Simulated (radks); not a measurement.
Effect of the nuclear size on neutral rhodium, [Kr] 4d8 5s1. Method: Dirac Kohn-Sham, BLYP, spin-unpolarised, spherical densities, finite nucleus; open shells fill j = l - 1/2 first; Fermi nuclear charge, rms radius 4.4945 fm; computed with a radial shooting solver on a logarithmic mesh with Libxc functionals. The rms radius is varied about that value; shifts are against it.

| rms radius (fm) | total energy shift (eV) | density at nucleus (e/bohr^3) | 1s1/2 shift (meV) | 2s1/2 shift (meV) | 3p1/2 shift (meV) | 4s1/2 shift (meV) | 4p1/2 shift (meV) | 5s1/2 shift (meV) |
|---|---|---|---|---|---|---|---|---|
| 3.9552 | -0.496 | 1.23e+05 | -209 | -23.0 | 0.277 | -0.755 | 0.051 | -0.044 |
| 4.2293 | -0.251 | 1.22e+05 | -106 | -11.6 | 0.140 | -0.382 | 0.026 | -0.022 |
| 4.4945 | 0 | 1.21e+05 | 0.000 | 0.000 | 0.000 | 0.000 | 0.000 | 0.000 |
| 4.944 | 0.456 | 1.196e+05 | 192 | 21.1 | -0.255 | 0.693 | -0.047 | 0.040 |
| 5.3619 | 0.914 | 1.184e+05 | 385 | 42.3 | -0.510 | 1.39 | -0.094 | 0.081 |

Slopes of the eigenvalues against <r^2> in GHz/fm^2, as finite differences over the two radii next to the reference (eigenvalue slopes, not the field-shift constants of lines): 1s1/2 11000, 2s1/2 1210, 3p1/2 -14.6, 4s1/2 39.6, 4p1/2 -2.67, 5s1/2 2.31.
